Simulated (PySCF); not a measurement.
Z-matrix (Å, degrees):
```
C
S 1 1.7479
H 2 1.3477 1 96.89
S 1 1.7479 2 118.44 3 153.95
H 4 1.3477 1 96.89 2 -50.69
S 1 1.7479 2 118.44 3 -50.69
H 6 1.3477 1 96.89 2 153.96
```
Charge 0, spin multiplicity 2.

Problem. Estimate the dipole moment, total energy and highest occupied spin orbital that ωB97X-D3(BJ)/def2-TZVP // B3LYP-D3(BJ)/def2-TZVP run with PySCF 2.14.0 returns for this input.

Solution. 
```json
{
 "dipole_moment": "1.44 D",
 "total_energy": "-1234.5430 Ha",
 "highest_occupied_spin_orbital": "-7.39 eV"
}
```
